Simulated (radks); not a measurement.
Initial-state core-level shifts of the dysprosium ion Dy2+ when its valence configuration changes from [Xe] 4f10. Calculated with a radial shooting solver on a logarithmic mesh with Libxc functionals: non-relativistic Kohn-Sham, PBEsol, spin-polarised, spherical densities, point nucleus; open shells are filled with parallel spins first (spin-orbit coupling, left out, can overturn this in heavy ions); relativity is left out, which matters for an element this heavy. Shifts are changes of the shell-averaged eigenvalues in eV (positive: less bound); the change of the density at the nucleus, which sets a Mossbauer isomer shift, is in e/bohr^3, on a base of 2.048e+05.

valence               1s       3s       4s       5s  density at nucleus
4f9 6p1          -11.559  -13.059  -12.339   -7.724              +10.91
4f8.5 6s0.5 6p1  -17.312  -19.691  -18.457  -11.120              +23.57
4f9.5 6p0.5       -5.613   -6.318   -6.006   -3.851               +5.15
4f9.5 6s0.5       -5.091   -5.799   -5.484   -3.328              +10.72
4f9 5d1           -7.297   -8.783   -8.041   -3.563               +8.93
4f8.5 6s1.5      -16.421  -18.794  -17.559  -10.257              +36.32
4f8 6s1 6p1      -23.375  -26.710  -24.855  -14.556              +37.84
4f8 5d1 6s1      -18.850  -22.162  -20.317  -10.332              +34.73
4f7 5d1 6s1 6p1  -32.492  -37.925  -34.540  -18.136              +50.98
